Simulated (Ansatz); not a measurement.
H4BNO2 (SMILES NB(O)O), singlet, geometry from GFN2-xTB, atoms displaced at random by about 0.08 Å a coordinate; PBE0/STO-3G, gradient run with Ansatz (a first-principles code).

Input for Ansatz:
Ansatz 0.2 input:
```yaml
crystal:
  periodic: [false, false, false]
  atoms:
    - {symbol: B, position_ang: [0.04524663, 0.00344085, 0.17175343]}
    - {symbol: O, position_ang: [-0.88293794, -1.05923045, -0.12904759]}
    - {symbol: H, position_ang: [-1.77462872, -0.76378773, -0.50329280]}
    - {symbol: O, position_ang: [-0.18066088, 1.24116224, -0.56465077]}
    - {symbol: H, position_ang: [-1.14846901, 1.35565188, -1.00382469]}
    - {symbol: N, position_ang: [1.32163588, -0.34097426, 0.67377409]}
    - {symbol: H, position_ang: [1.93327305, 0.52857303, 0.82949412]}
    - {symbol: H, position_ang: [1.40122345, -1.10734674, 1.13506152]}
basis:
  gaussian:
    orbitals: STO-3G
hamiltonian:
  xc: pbe0
output: {forces: true}
```

It wrote (shortened):

```
Functional definition: PBE0
335 factors; integrals over basis functions are off by at most 3.6e-5 eV
mean field evaluation 1: about -6233.6232 eV, gradient 2.5e1 eV
mean field evaluation 2: about -6233.8685 eV, gradient 2.5e1 eV
mean field evaluation 4: about -6235.5937 eV, gradient 6.4e-1 eV
mean field evaluation 8: about -6235.5660 eV, gradient 2.9e-2 eV
mean field -6235.56600487 eV, -229.1528240606 hartree, gradient 8.7e-6 eV, S^2 0.000000; 0 other end points of the search recorded, 0 dependent functions left out
the calculation of the forces begins
reference -6235.56602081 eV, -229.1528246464 hartree; 16, 16 occupied and 8, 8 virtual orbitals, 335 factors
Total energy: -6235.56602081 eV, -229.1528246464 hartree
Atom 0 at     0.045247     0.003441     0.171753 Å, force    -3.725584    -0.053019    -4.644564 eV/Å
Atom 1 at    -0.882938    -1.059230    -0.129048 Å, force     1.467211    -0.036299     1.559976 eV/Å
Atom 2 at    -1.774629    -0.763788    -0.503293 Å, force     0.423076     0.769213     0.097432 eV/Å
Atom 3 at    -0.180661     1.241162    -0.564651 Å, force    -0.375092    -0.116460     0.830690 eV/Å
Atom 4 at    -1.148469     1.355652    -1.003825 Å, force     2.168426    -1.198492     1.524806 eV/Å
Atom 5 at     1.321636    -0.340974     0.673774 Å, force    -1.316390    11.572778    -5.353199 eV/Å
Atom 6 at     1.933273     0.528573     0.829494 Å, force    -0.472209    -2.395767     0.268017 eV/Å
Atom 7 at     1.401223    -1.107347     1.135062 Å, force     1.830561    -8.541954     5.716842 eV/Å
Dipole moment:    -0.213971     0.119762     0.152255 e Å
```
